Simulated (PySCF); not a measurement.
BHF2, SMILES FBF.

Geometry optimised at B3LYP-D3(BJ)/def2-TZVP.

The numbers are results of PBE0/def2-TZVPD (PySCF), not measurements.

Symmetry labels are those of the subgroup C2v that the program uses (full group C2v).

Computed valence orbital energies around the gap with their symmetry:
```
orbital  symmetry  energy (eV)
-------  --------  -----------
HOMO−7         B2       -34.14
HOMO−6         A1       -16.72
HOMO−5         B2       -15.33
HOMO−4         A1       -14.72
HOMO−3         B1       -14.16
HOMO−2         A2       -12.74
HOMO−1         B2       -12.31
HOMO           A1       -10.92
LUMO           B1        -0.45
LUMO+1         A1         0.38
LUMO+2         A1         1.38
LUMO+3         B2         1.52
```
